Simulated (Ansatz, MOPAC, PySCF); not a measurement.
Species: C3H7Si, net charge 0, doublet state. SMILES: C=C[CH][SiH3]
Geometry from a B3LYP-D3(BJ)/def2-TZVP (Ansatz, a quantum-chemistry and plane-wave program) optimisation:
```xyz
11

C     -2.4901    -0.2358    -0.0160
C     -1.2069     0.2554    -0.1097
C     -0.0519    -0.4790     0.1304
Si     1.6677     0.1938     0.0008
H     -2.6737    -1.2663     0.2622
H     -3.3496     0.3885    -0.2161
H     -1.0939     1.2990    -0.3938
H     -0.1882    -1.5211     0.4134
H      2.4600    -0.5563    -1.0067
H      2.3851     0.0787     1.2960
H      1.6059     1.6212    -0.3948
```
Charge 0, spin multiplicity 2.

Unscaled harmonic wavenumbers (cm⁻¹) in rising order, each level at the stationary point that it reaches from this structure (no distance between atoms moves by over 0.3 Å); the order of modes can differ between levels, and a negative number is imaginary. B3LYP-D3(BJ)/def2-TZVP (PySCF, at the structure above): 100, 164, 207, 405, 550, 608, 616, 770, 790, 840, 943, 945, 963, 1005, 1016, 1207, 1264, 1281, 1466, 1519, 2201, 2210, 2225, 3109, 3126, 3143, 3238.

AM1 (MOPAC): 5, 151, 202, 416, 450, 529, 564, 781, 807, 808, 829, 834, 910, 929, 1004, 1228, 1278, 1363, 1479, 1505, 2235, 2240, 2247, 3129, 3170, 3195, 3219. Zero-point energy 50.8 against 51.3 kcal/mol; where all levels lie over 400 cm⁻¹, the wavenumbers are on average 0.975 times those of B3LYP-D3(BJ)/def2-TZVP.

PM3 (MOPAC): 43, 144, 215, 402, 451, 532, 568, 737, 767, 823, 843, 871, 872, 899, 959, 1146, 1163, 1281, 1444, 1452, 1922, 1924, 1942, 3015, 3074, 3137, 3156. Zero-point energy 48.3 against 51.3 kcal/mol; where all levels lie over 400 cm⁻¹, the wavenumbers are on average 0.935 times those of B3LYP-D3(BJ)/def2-TZVP.

HF/6-31G* (Ansatz): 100, 168, 222, 421, 565, 656, 662, 796, 825, 838, 1031, 1039, 1042, 1056, 1064, 1238, 1308, 1384, 1579, 1640, 2357, 2367, 2376, 3294, 3323, 3330, 3422. Zero-point energy 54.5 against 51.3 kcal/mol; where all levels lie over 400 cm⁻¹, the wavenumbers are on average 1.059 times those of B3LYP-D3(BJ)/def2-TZVP.

B3LYP/6-31G* (Ansatz): 106, 165, 208, 402, 552, 611, 614, 766, 789, 820, 940, 946, 968, 1009, 1022, 1218, 1272, 1288, 1478, 1538, 2222, 2228, 2245, 3127, 3145, 3166, 3259. Zero-point energy 51.6 against 51.3 kcal/mol; where all levels lie over 400 cm⁻¹, the wavenumbers are on average 1.003 times those of B3LYP-D3(BJ)/def2-TZVP.
